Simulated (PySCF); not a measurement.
SMILES [SiH2](O)C=C (C2H6OSi) (PBE/def2-SVP optimised geometry):

```
10

C      1.079    -1.222     0.981
C      0.345    -0.655     0.000
Si    -1.533    -0.655     0.000
O     -2.184     0.902     0.000
H      0.604    -1.722     1.844
H      2.184    -1.224     0.970
H      0.881    -0.169    -0.838
H     -1.964    -1.458     1.205
H     -2.075    -1.271    -1.256
H     -1.894     1.458     0.744
```

Method: PySCF 2.14.0 with PBE/def2-TZVP.

**Question.** What are the frontier orbital energies and the dipole moment?

**Answer.** HOMO-2 -7.62 eV, HOMO-1 -7.13 eV, HOMO -6.92 eV, LUMO -1.83 eV, LUMO+1 -0.11 eV; dipole moment 1.88 D.

On the same geometry PBE0/def2-TZVP in PySCF gives HOMO-2 -9.07 eV, HOMO-1 -8.52 eV, HOMO -8.12 eV, LUMO -0.84 eV, LUMO+1 0.82 eV; dipole moment 1.96 D.

Meta-Löwdin charges at PBE/def2-TZVP: C1 -0.21, C2 -0.36, Si3 0.80, O4 -0.72, H5 0.12, H6 0.12, H7 0.13, H8 -0.12, H9 -0.10, H10 0.34.
